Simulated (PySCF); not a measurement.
SMILES FBS, singlet at its B3LYP/def2-SVP optimised geometry (Å):

```
5

B     -0.1140     0.5982     0.0000
F     -0.7638     1.7527     0.0000
H      1.0901     0.5982     0.0000
S     -1.0901    -0.9189     0.0009
H     -0.0261    -1.7527     0.0049
```

Computed with PySCF 2.14.0 with B3LYP/def2-TZVP. Cells within 0.4 Å of a nucleus heavier than hydrogen are left out (blank, or x).

Map of the HOMO−1 amplitude (bohr^(-3/2)) on the plane z = 0.0 Å; orbital energy -8.99 eV, overall sign arbitrary:

```
|555555555555555555555555555|
|555555555555555555555555555|
|555555555555555555555555555|
|555555555556655555555555555|
|555555555566665555555555555|
|555555555567766555555555555|
|555555554469876555555555555|
|5555555442xx975555555555555|
|5555555442xx765444455555555|
|555555554335543333445555555|
|555555555556xx2112345555555|
|555555555678xx1100344555555|
|555555555679xx3212345555555|
|555555555789975433445555555|
|555554444699976544455555555|
|555544323xx9976555555555555|
|555544312xx8876655555555555|
|555544310xx6776665555555555|
|555544321235777665555555555|
|555554432345676665555555555|
|555555444445566655555555555|
|555555544455556555555555555|
|555555555555555555555555555|
|555555555555555555555555555|
|555555555555555555555555555|
|555555555555555555555555555|
|555555555555555555555555555|
```
Scale: ten equal steps from -0.239 (start of '0') to 0.177 (end of '9'), in the order '0123456789'; x runs from -4.00 to 4.00, y from -4.00 (bottom) to 4.00 (top).
